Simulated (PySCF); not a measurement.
trisilylphosphine (H₉PSi₃), singlet, at a GFN2-xTB geometry; DF-PBE0/def2-SVP in PySCF.

Input for PySCF:
```python
from pyscf import gto, scf, dft

mol = gto.Mole()
mol.atom = '''
    Si   -0.73150406    1.82305785   -0.40791737
    P     0.18821174   -0.17350413   -0.73727730
    Si    1.86473710   -0.16240545    0.72209052
    Si   -1.27528289   -1.52970289    0.24227527
    H     0.23660144    2.81452484   -0.86999042
    H    -1.05477390    2.07124934    1.00037921
    H    -1.95510257    1.86016427   -1.20489688
    H     2.82295740    0.83662120    0.25571496
    H     2.44340496   -1.50357383    0.70954322
    H     1.42887523    0.17189027    2.08138167
    H    -0.68465939   -2.86566528    0.23155487
    H    -2.49681096   -1.47983083   -0.55717985
    H    -1.57497050   -1.13611115    1.62237473
'''
mol.basis = 'def2-svp'
mol.verbose = 4
mol.build()

mf = dft.RKS(mol)
mf.xc = 'pbe0'
mf = mf.density_fit(auxbasis='def2-universal-jkfit')
mf.kernel()
mf.analyze()
```

Task: Predict the main parts of the log of this PySCF run.

Result: 
```
PySCF version 2.14.0

[INPUT] verbose = 4
[INPUT] num. atoms = 13
[INPUT] num. electrons = 66
[INPUT] charge = 0
[INPUT] spin (= nelec alpha-beta = 2S) = 0
[INPUT] symmetry False subgroup None
[INPUT] Mole.unit = angstrom
[INPUT] Symbol           X                Y                Z      unit          X                Y                Z       unit  Magmom
[...]
nuclear repulsion = 347.688367613677
number of shells = 59
number of NR pGTOs = 207
number of NR cGTOs = 117
basis = def2-svp
ecp = {}

******** <class 'pyscf.df.df_jk.DFRKS'> ********
method = DFRKS
initial guess = minao
damping factor = 0
level_shift factor = 0
DIIS = <class 'pyscf.scf.diis.CDIIS'>
diis_start_cycle = 1
diis_space = 8
diis_damp = 0
SCF conv_tol = 1e-09
SCF conv_tol_grad = None
SCF max_cycles = 50
direct_scf = False
XC library pyscf.dft.libxc version 7.1.2
    S. Lehtola, C. Steigemann, M. J. T. Oliveira, and M. A. L. Marques,  SoftwareX 7, 1–5 (2018)
XC functionals = pbe0
    C. Adamo and V. Barone,  J. Chem. Phys. 110, 6158 (1999)
    M. Ernzerhof and G. E. Scuseria,  J. Chem. Phys. 110, 5029 (1999)
radial grids:
    Treutler-Ahlrichs [JCP 102, 346 (1995); DOI:10.1063/1.469408] (M4) radial grids

becke partition: Becke, JCP 88, 2547 (1988); DOI:10.1063/1.454033
pruning grids: <function nwchem_prune>
grids dens level: 3
symmetrized grids: False
atomic radii adjust function: <function treutler_atomic_radii_adjust>
small_rho_cutoff = 0
Set gradient conv threshold to 3.16228e-05
Initial guess from minao.
tot grids = 164992
******** <class 'pyscf.df.df.DF'> ********
auxbasis = def2-universal-jkfit
init E= -1214.219891897
[...]
cycle= 1 E= -1214.34884477736  delta_E= -0.129  |g|= 0.164  |ddm|= 3.19
[...]
cycle= 2 E= -1214.35174251376  delta_E= -0.0029  |g|= 0.126  |ddm|= 0.457
[...]
cycle= 3 E= -1214.35720640943  delta_E= -0.00546  |g|= 0.031  |ddm|= 0.254
[...]
cycle= 4 E= -1214.35758149954  delta_E= -0.000375  |g|= 0.00536  |ddm|= 0.0586
[...]
cycle= 5 E= -1214.35759265093  delta_E= -1.12e-05  |g|= 0.000964  |ddm|= 0.0114
[...]
cycle= 6 E= -1214.35759298472  delta_E= -3.34e-07  |g|= 0.000342  |ddm|= 0.00225
[...]
cycle= 7 E= -1214.35759303219  delta_E= -4.75e-08  |g|= 2.11e-05  |ddm|= 0.000593
[...]
cycle= 8 E= -1214.35759303238  delta_E= -1.89e-10  |g|= 3.11e-06  |ddm|= 4.58e-05
[...]
Extra cycle  E= -1214.35759303238  delta_E= 9.09e-13  |g|= 1.72e-06  |ddm|= 1.12e-05
converged SCF energy = -1214.35759303238
**** SCF Summaries ****
Total Energy =                       -1214.357593032379100
Nuclear Repulsion Energy =             347.688367613676860
One-electron Energy =                -2373.851903415866673
Two-electron Energy =                  811.805942769810940
Two-electron Coulomb Energy =          900.688401752748860
DFT Exchange-Correlation Energy =      -88.882458982937948
HOMO-LUMO gap [eV] =                     7.151228981527955
**** MO energy ****
[...]
 ** Mulliken pop on meta-lowdin orthogonal AOs  **
 ** Mulliken pop  **
 ** Mulliken atomic charges  **
charge of    0Si =      0.36036
charge of    1P =     -0.36401
charge of    2Si =      0.36036
charge of    3Si =      0.36036
charge of    4H =     -0.07460
charge of    5H =     -0.08984
charge of    6H =     -0.07459
charge of    7H =     -0.07459
charge of    8H =     -0.07459
charge of    9H =     -0.08984
charge of   10H =     -0.07459
charge of   11H =     -0.07459
charge of   12H =     -0.08984
Dipole moment(X, Y, Z, Debye): -0.19575,  0.18042,  0.76675
```
